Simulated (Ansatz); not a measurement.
System: C3H7Si, net charge 0, doublet state. It need not be the lowest isomer of its formula. 
Coordinates optimised at B3LYP-D3(BJ)/def2-TZVP (Ansatz, a program for electronic structure):
```xyz
11

C     -2.2158     0.6537    -0.0118
C     -1.2838    -0.1710     0.3831
C     -0.1482    -0.6977    -0.4482
Si     1.4894     0.1342     0.0035
H     -3.0762     1.1523     0.4030
H     -1.2921    -0.4972     1.4290
H     -0.0371    -1.7752    -0.2957
H     -0.3424    -0.5332    -1.5097
H      2.6051    -0.4948    -0.7453
H      1.4320     1.5766    -0.3256
H      1.7455    -0.0171     1.4564
```
Charge 0, spin multiplicity 2.

Computed values are from Ansatz. Cores are frozen in the correlated levels unless marked. Open shells are spin-unrestricted. No spin-orbit coupling. Non-relativistic. CBS marks a two-point X^-3 extrapolation of the correlation energy; Hartree-Fock from the larger set.

The atomisation energy De is 949.4 kcal/mol at CCSD(T)/CBS(aug-cc-pV(T+d)Z,aug-cc-pV(Q+d)Z), the total energy is -407.3205 Eh at CCSD(T)/CBS(aug-cc-pV(T+d)Z,aug-cc-pV(Q+d)Z) and the dipole moment comes out as 0.71 D at CCSD(T)/aug-cc-pV(D+d)Z. The T1 diagnostic comes out as 0.029 at CCSD/aug-cc-pV(Q+d)Z.

The UHF reference is spin-contaminated (<S^2> 0.17 over the pure value in the largest basis).
